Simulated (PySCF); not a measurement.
Species: CH5BFOP.
Z-matrix (Å and degrees, PBE0-D3(BJ)/def2-SVP geometry), rows numbered from 1:
```
C 
O   1  1.4112
B   2  1.3415  1  123.60
F   3  1.3366  2  120.23  1    -0.08
P   3  1.9295  2  120.26  1  -175.60
H   1  1.0999  2  108.94  3  -122.69
H   1  1.1002  2  109.09  3   119.12
H   1  1.1000  2  112.01  3    -1.81
H   5  1.4237  3   95.78  2   -39.65
H   5  1.4254  3   95.54  2  -136.08
```

Jobs on this species (10 atoms, 48 electrons) with PySCF (density fitting). Hardware of each: one thread of an Arm Neoverse V1, on a shared host. Other jobs ran on the host; a repeat could differ by tens of per cent or more. Peak memory is the resident size of the whole Python process, interpreter and libraries included.

| level and settings | work | basis functions | SCF cycles | wall time | peak memory |
| --- | --- | --- | --- | --- | --- |
| delta-SCF UKS B3LYP, pcX-2 on the ionised atom, pcseg-1 elsewhere, spin-free X2C | ΔSCF core ionisation, 6 holes | 141 | ? | ? | ? |
| PBE0-D3(BJ)/def2-SVP, grid level 1 | geometry optimisation from a GFN2-xTB start shaken at random | 99 | ? | ? | ? |
| delta-SCF UKS SCAN, pcX-2 on the ionised atom, pcseg-1 elsewhere, non-relativistic | ΔSCF core ionisation, 6 holes | 141 | 98 | 27 s | 0.54 GiB |
| delta-SCF UKS SCAN, def2-TZVP on the ionised atom, pcseg-1 elsewhere, spin-free X2C | ΔSCF core ionisation, 6 holes | 118 | 97 | 25 s | 0.54 GiB |
| delta-SCF UKS PBE, pcX-2 on the ionised atom, pcseg-1 elsewhere, spin-free X2C | ΔSCF core ionisation, 6 holes | 141 | 94 | 19 s | 0.54 GiB |
| delta-SCF UKS SCAN, pcX-2 on the ionised atom, pcseg-1 elsewhere, spin-free X2C | ΔSCF core ionisation, 6 holes | 141 | 99 | 27 s | 0.48 GiB |
| delta-SCF UKS SCAN, pcX-1 on the ionised atom, pcseg-1 elsewhere, spin-free X2C | ΔSCF core ionisation, 6 holes | 121 | 97 | 22 s | 0.54 GiB |
| delta-SCF UKS HF, pcX-2 on the ionised atom, pcseg-1 elsewhere, spin-free X2C | ΔSCF core ionisation, 6 holes | 141 | 84 | 20 s | 0.61 GiB |
| delta-SCF UKS PBE0, pcX-2 on the ionised atom, pcseg-1 elsewhere, spin-free X2C | ΔSCF core ionisation, 6 holes | 141 | 86 | 31 s | 0.61 GiB |

Fill in the missing figures.

- delta-SCF UKS B3LYP, pcX-2 on the ionised atom, pcseg-1 elsewhere, spin-free X2C; ΔSCF core ionisation, 6 holes: 31 s, 0.55 GiB, 85 SCF cycles
- PBE0-D3(BJ)/def2-SVP, grid level 1; geometry optimisation from a GFN2-xTB start shaken at random: 20 s, 0.40 GiB, 41 SCF cycles

What do all jobs in the table cost together?

About 3.7 min; the longest takes about 14 % of that, and about 1.6 times as long as the shortest.
